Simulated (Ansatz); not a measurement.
Geometry optimisation, Ansatz, RKS B3LYP-D4/def2-SVP.

The input (input.yaml):

```yaml
crystal:
  periodic: [false, false, false]
  atoms:
    - { symbol: W, position_ang: [-0.329921, 0.102153, -0.548791] }
    - { symbol: F, position_ang: [0.8947, -0.060431, 2.227155] }
    - { symbol: H, position_ang: [1.556911, -0.328262, 1.636377] }
    - { symbol: H, position_ang: [0.332116, 1.654118, -0.309511] }
    - { symbol: H, position_ang: [-1.709501, -0.03981, 0.439193] }
    - { symbol: H, position_ang: [0.866224, -1.104734, -0.313761] }
    - { symbol: H, position_ang: [-0.670927, -0.223034, -2.191163] }
basis:
  gaussian: { orbitals: def2-SVP }
hamiltonian:
  xc: b3lyp
  dispersion: d4
relax:
  f_tol: 0.03
  max_steps: 50
output:
  orbitals: {}
```

Launched with:

```bash
$ ansatz run input.yaml --threads 1 --pin off --max-ram 2048MiB --backend cpu --events-out ev --progress --plain --runs-dir out
```

Task: Where does it end, and by what steps?

Result: The run converged. After 15 steps the energy has fallen by 0.236 eV; F2 moved furthest, 0.56 Å. Joined: W1–F2 (3.04 → 2.36 Å).

| step | energy less start (eV) | largest force component (eV/Å) | accepted |
| --- | --- | --- | --- |
| 0 | 0.0000 | 0.314 | yes |
| 1 | -0.0735 | 0.888 | yes |
| 2 | -0.1388 | 0.865 | yes |
| 3 | -0.1434 | 1.714 | yes |
| 4 | -0.1130 | 2.548 | no |
| 5 | -0.1980 | 0.751 | yes |
| 6 | -0.2122 | 0.343 | yes |
| 7 | -0.2196 | 0.057 | yes |
| 8 | -0.2248 | 0.046 | yes |
| 9 | -0.1943 | 1.752 | no |
| 10 | -0.2310 | 0.074 | yes |
| 11 | -0.2326 | 0.053 | yes |
| 12 | -0.2114 | 1.257 | no |
| 13 | -0.2345 | 0.048 | yes |
| 14 | -0.2352 | 0.036 | yes |
| 15 | -0.2356 | 0.021 | yes |

```xyz
7
Properties=species:S:1:pos:R:3
W -0.293 0.130 -0.363
F 0.674 -0.269 1.758
H 1.517 0.124 1.668
H 0.547 1.619 -0.166
H -1.707 -0.066 0.584
H 0.716 -1.235 -0.535
H -0.515 -0.304 -2.007
```

Whether the end is a true minimum wasn't checked by a vibrational analysis.

Run time: 53 s on 1 thread of Arm Neoverse V2, on a shared host, peak memory 0.14 GiB.
